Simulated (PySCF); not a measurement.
Mn²⁺ (manganese, charge +2) across methods

[Ar] 3d4 4s1, high-spin 6D determinant (an excited configuration). Computed with PySCF 2.14 in x2c-QZVPPall with one added diffuse shell each of s, p, d, f, g type (12s8p6d5f3g, 128 functions), with the spin-free X2C one-electron Hamiltonian (Gaussian nucleus). The B2PLYP total includes its PT2 part (frozen core); its orbital energies are those of the SCF part.

| method | E (hartree) | mean ε 3p β (eV) | mean ε 3d α (eV) | mean ε 4s α (eV) | Σ⟨r²⟩ (bohr²) | ⟨S²⟩ |
| --- | --- | --- | --- | --- | --- | --- |
| PBE | -1157.191 | -76.064 | -31.905 | -22.420 | 20.43 | 8.750 |
| B2PLYP | -1157.175 | -82.013 | -37.221 | -23.944 | 20.42 | 8.751 |
| r2SCAN | -1157.410 | -76.961 | -32.524 | -22.669 | 20.35 | 8.751 |
| LDA | -1154.977 | -76.188 | -32.064 | -22.709 | 20.38 | 8.750 |
| BLYP | -1157.491 | -75.957 | -31.695 | -22.335 | 20.42 | 8.750 |
| UHF | -1156.37290 | -86.715 | -41.902 | -25.212 | 20.53 | 8.751 |
| r2SCANh | -1157.404 | -78.067 | -33.530 | -22.977 | 20.34 | 8.751 |

(1) Estimate the same row for PBE0.

Answers

(1) E (hartree) = -1157.228; mean ε 3p β (eV) = -79.123; mean ε 3d α (eV) = -34.587; mean ε 4s α (eV) = -23.221; Σ⟨r²⟩ (bohr²) = 20.40; ⟨S²⟩ = 8.750.
